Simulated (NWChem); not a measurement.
## A calculation on CH4Be

Everything below was run with NWChem. The geometry was optimised at B3LYP/def2-SVP, a minimum by its harmonic frequencies.

Job file:

```
start mol
memory heap 200 mb stack 900 mb global 1100 mb
geometry "system" units angstroms nocenter noautoz noautosym
  Be     1.002695     0.382208     0.000000
  H      2.246822     0.856404     0.000000
  C     -0.564141    -0.215027     0.000000
  H     -0.775351    -0.843044     0.886072
  H     -0.775351    -0.843044    -0.886072
  H     -1.322054     0.591010     0.000000
end
set geometry "system"
basis spherical
  * library 6-31g*
end
dft
  xc b3lyp
  semidirect memsize 60000000 filesize 0
  iterations 100
  convergence energy 1e-10 density 1e-9 gradient 1e-8
  tolerances tight
end
task dft energy
rt_tddft
  tmax 150.0
  dt 0.2
  tag "kick"
  print dipole
  field "kick"
    type delta
    polarization z
    max 0.0001
  end
  excite "system" with "kick"
end
task dft rt_tddft
```

Change of the dipole's z component after the kick, in units of 1e-4 a.u.:

| time (a.u.) | Δμ |
|---|---|
| 0.0 | 0.000 |
| 0.4 | 0.291 |
| 0.8 | 0.594 |
| 1.2 | 0.764 |
| 1.6 | 0.851 |
| 2.0 | 0.861 |
| 2.4 | 0.797 |
| 2.8 | 0.728 |
| 3.2 | 0.681 |
| 3.6 | 0.606 |
| 4.0 | 0.506 |
| 4.4 | 0.444 |
| 4.8 | 0.434 |
| 5.2 | 0.441 |
| 5.6 | 0.451 |
| 6.0 | 0.453 |
| 6.4 | 0.403 |
| 6.8 | 0.271 |
| 7.2 | 0.089 |
| 7.6 | -0.092 |
| 8.0 | -0.249 |
| 8.4 | -0.354 |
| 8.8 | -0.387 |
| 9.2 | -0.370 |
| 9.6 | -0.346 |
| 10.0 | -0.338 |
| 10.4 | -0.342 |
| 10.8 | -0.349 |
| 11.2 | -0.353 |
| 11.6 | -0.333 |
| 12.0 | -0.289 |
| 12.4 | -0.264 |
| 12.8 | -0.262 |
| 13.2 | -0.237 |
| 13.6 | -0.180 |
| 14.0 | -0.094 |
| 14.4 | 0.031 |
| 14.8 | 0.172 |
| 15.4 | 0.266 |
| 15.8 | 0.224 |
| 16.2 | 0.162 |
| 16.6 | 0.094 |
| 17.0 | 0.022 |
| 17.4 | -0.019 |
| 17.8 | -0.032 |
| 18.2 | -0.063 |
| 18.6 | -0.130 |
| 19.0 | -0.185 |
| 19.4 | -0.194 |
| 19.8 | -0.182 |
| 20.2 | -0.169 |
| 20.6 | -0.138 |
| 21.0 | -0.107 |
| 21.4 | -0.122 |
| 21.8 | -0.157 |
| 22.2 | -0.151 |
| 22.6 | -0.110 |
| 23.0 | -0.062 |
| 23.4 | 0.001 |
| 23.8 | 0.081 |
| 24.2 | 0.131 |
| 24.6 | 0.143 |
| 25.0 | 0.169 |
| 25.4 | 0.226 |
| 25.8 | 0.293 |
| 26.2 | 0.370 |
| 26.6 | 0.438 |
| 27.0 | 0.458 |
| 27.4 | 0.429 |
| 27.8 | 0.382 |
| 28.2 | 0.337 |
| 28.6 | 0.304 |
| 29.0 | 0.272 |
| 29.4 | 0.228 |
| 29.8 | 0.162 |
